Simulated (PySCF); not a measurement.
Input for PySCF: R-B3LYP/6-31G* on CH2O2 (SMILES O=CO).

```python
from pyscf import gto, scf, dft, mp
from pyscf.data.elements import chemcore

mol = gto.M(
    atom='''
    O    -0.52003409    0.95621562    3.50572743
    C    -0.18363746    0.12836794    4.31077968
    O     0.38119624   -1.04484341    4.03298623
    H    -0.30378515    0.24161203    5.39620587
    H     0.48230264   -1.13325849    3.06153890
    ''',
    basis='6-31g*',
    cart=True,
    charge=0, spin=0, verbose=3, max_memory=1800)
mf = dft.RKS(mol, xc='b3lyp')
mf.conv_tol = 1e-8
mf.max_cycle = 100
mf.kernel()
if not mf.converged:
    mf = mf.newton().run(mf.mo_coeff, mf.mo_occ)
```

Output:

```
converged SCF energy = -189.755054434082
```

Self-consistency was reached.

Cost: roughly 1.6 core-seconds.
